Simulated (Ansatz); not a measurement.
**Scan of the N1–Ag2 bond length**

AgNH$_{4}$S (SMILES [NH3+][Ag-][SH]), closed shell, at its PBE0-D4/def2-TZVP minimum:

```
7
angstrom
N -1.1955 0.6799 -0.4849
Ag 0.4694 -0.3851 0.4444
S 2.1812 -1.5125 1.4796
H -1.9508 0.0476 -0.7228
H -0.9012 1.1429 -1.3370
H -1.5688 1.3882 0.1366
H 3.0269 -1.4292 0.4383
```

The bond length N1–Ag2 (2.184 Å at the minimum) is set to the values below, the two halves moving rigidly along the bond. Each method's energies count from its own value at the PBE0-D4 minimum structure. Ansatz 0.2.0; basis: def2-TZVPP; cores frozen in the correlated methods. Filled d shells of the heavier atoms are correlated. Core potentials replace the inner electrons of the atoms past krypton. B3LYP uses VWN-RPA correlation.

| bond length (Å) | CCSD(T) (eV) | PBE-D4 (eV) | MP2 (eV) |
| --- | --- | --- | --- |
| 1.966 | 0.217 | 0.229 | 0.125 |
| 2.009 | 0.124 | 0.135 | 0.054 |
| 2.074 | 0.039 | 0.047 | -0.002 |
| 2.149 | 0.001 | 0.004 | -0.011 |
| 2.232 | 0.011 | 0.007 | 0.026 |
| 2.321 | 0.059 | 0.049 | 0.097 |
| 2.416 | 0.133 | 0.119 | 0.192 |
| 2.516 | 0.224 | 0.207 | 0.299 |
| 2.621 | 0.322 | 0.305 | 0.411 |

Minimum and curvature along this coordinate at CCSD(T): A fifth-order fit through the nearest points gives 2.171 Å, with a curvature of about 6.9 eV/Å².

Problem. Treat the two halves as rigid bodies and work out the harmonic wavenumber of this stretch from that curvature (ν̃ = 521.5 √(k/μ) cm⁻¹ with k in eV/Å² and μ in u).

Solution. The halves weigh 17.03 and 140.94 u, so μ = 17.03 × 140.94/157.97 = 15.194 u and ν̃ = 521.5 √(6.9/15.194) ≈ 350 cm⁻¹. A true normal mode mixes in other motions, so this is a guide only.

Largest difference from the CCSD(T) curve over the scan: r2SCAN-D4 0.022; PBE0-D4 0.012; B3LYP-D4 0.061; wB97M-V 0.046 eV. Each curve counts from its own value at the minimum.

No T1 diagnostic of these runs exceeds 0.017.

For scale, one of the runs: CCSD(T)/def2-TZVPP, 185 basis functions (an equivalent command: `ansatz run in.yaml --threads 4`). Time: 50 s of wall clock on 4 CPU threads; the host was shared. Peak host memory: 2.2 GiB.
